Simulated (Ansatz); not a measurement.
Computed with Ansatz on PBE0-D4/def2-TZVP structures; ΔE is electronic, products minus reactants. CBS: MP2 limit from def2 TZ/QZ plus the TZ coupled-cluster correction, frozen cores. DFT in def2-TZVPP. B3LYP here is the variant with VWN-RPA as its local correlation; programs differ in this. Elements past krypton have def2 core potentials. For Sn outer-core shells are correlated without core-valence functions, which leaves a few kJ/mol of doubt a bond. One conformer a species, not always the lowest.

Reaction (ligand exchange at the Si–O bond): `[OH][SnH2][O][SiH3]` + `C=C[Si](O)(O)O` → `C=C[Si](O)(O)O[SiH3]` + `[OH][SnH2][OH]`

(1) Is it downhill or uphill in electronic energy at CCSD(T)/CBS, and by how much? (Best estimate.)

(2) What do these levels give: PBE-D4, PBE0-D4, B3LYP-D4, ωB97M-V, PBE, PBE0, B3LYP, HF/def2-TZVPP, MP2/def2-TZVPP, HF/def2-QZVPP, MP2/CBS(def2), CCSD/CBS(def2)? (An estimate is asked.)

Largest T1 diagnostic among the species: 0.014.

Answers

(1) The calculation gave: Nearly level: ΔE = +0.02 eV.

(2) Ansatz gave: PBE-D4 -0.02, PBE0-D4 0.00, B3LYP-D4 -0.02, ωB97M-V 0.00, PBE 0.00, PBE0 0.01, B3LYP -0.01, HF/def2-TZVPP 0.02, MP2/def2-TZVPP 0.02, HF/def2-QZVPP 0.02, MP2/CBS(def2) 0.02, CCSD/CBS(def2) 0.01 eV.
